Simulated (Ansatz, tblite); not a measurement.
Isomers of Al6Cu⁻ (singlet), found by a short tight-binding search and relaxed with PBE-D4/def2-SVPD in Ansatz.

The xTB rows come from tblite. HSE06 is defined as in plane-wave codes, on full-range PBE exchange.

Run but left out: HF/def2-SVPD, HF/def2-TZVPD, MP2/def2-SVPD, MP2/def2-TZVPD, CCSD/def2-SVPD, CCSD(T)/def2-SVPD (A: restricted singlet, unstable towards broken spin symmetry).

A: The restricted singlet is unstable towards broken spin symmetry in Hartree–Fock (as tested in another run); at LDA (SPW92)/def2-TZVPD, PBE-D4/def2-TZVPD, r2SCAN-D4/def2-TZVPD, PBE0-D4/def2-TZVPD and others this wasn't settled. B: The restricted singlet is unstable towards broken spin symmetry in Hartree–Fock (as tested in another run); at LDA (SPW92)/def2-TZVPD, PBE-D4/def2-TZVPD, r2SCAN-D4/def2-TZVPD, PBE0-D4/def2-TZVPD and others this wasn't settled. C: The restricted singlet is unstable towards broken spin symmetry in Hartree–Fock (as tested in another run); at LDA (SPW92)/def2-TZVPD, PBE-D4/def2-TZVPD, r2SCAN-D4/def2-TZVPD, PBE0-D4/def2-TZVPD and others this wasn't settled.

Other spin states weren't relaxed.

A:

| atom | x (Å) | y (Å) | z (Å) |
| --- | --- | --- | --- |
| Cu1 | -0.673 | -1.256 | -0.644 |
| Al2 | -0.860 | -0.773 | 2.124 |
| Al3 | -0.395 | 0.857 | -1.923 |
| Al4 | -1.763 | 0.798 | 0.283 |
| Al5 | 0.932 | -2.223 | 1.052 |
| Al6 | 1.176 | 0.264 | 0.311 |
| Al7 | 1.583 | 2.334 | -1.203 |

B:

Cartesian coordinates in Å:
```
Cu -0.378 -1.920 -0.014
Al 0.421 -0.515 1.861
Al 1.031 1.636 -1.056
Al -0.336 1.889 1.082
Al -0.580 -0.288 -1.867
Al -1.957 -0.034 0.280
Al 1.799 -0.769 -0.286
```

C:

```xyz
7

Cu   -0.153    2.119   -0.990
Al   -1.219   -1.722   -0.131
Al    1.388    1.055    0.525
Al    0.042   -0.136   -1.816
Al    0.017   -0.628    2.019
Al   -1.556    0.820    0.477
Al    1.480   -1.507   -0.085
```

**Question.** Estimate their order by electronic energy at PBE0-D4/def2-TZVPD, counted from the lowest.

**Answer.** C (0.0) < B (2.8) < A (32.7), in kcal/mol.

**Question.** Do the other levels pick the same lowest one?

**Answer.** Not GFN1-xTB. Energies above each level's lowest (kcal/mol):

```json
{"level": "GFN1-xTB", "A": "5.4", "B": "0.0", "C": "1.6"}
{"level": "LDA (SPW92)/def2-TZVPD", "A": "33.5", "B": "1.4", "C": "0.0"}
{"level": "PBE-D4/def2-TZVPD", "A": "31.4", "B": "1.6", "C": "0.0"}
{"level": "r2SCAN-D4/def2-TZVPD", "A": "32.6", "B": "2.6", "C": "0.0"}
{"level": "PBE0-D4/def2-TZVPD", "A": "32.7", "B": "2.8", "C": "0.0"}
{"level": "HSE06-D4/def2-TZVPD", "A": "32.6", "B": "2.8", "C": "0.0"}
{"level": "CAM-B3LYP-D4/def2-TZVPD", "A": "25.6", "B": "0.1", "C": "0.0"}
```
Point groups (tolerance 0.1 Å): A not assigned, B C2v, C C3v. Lower isomers may exist.
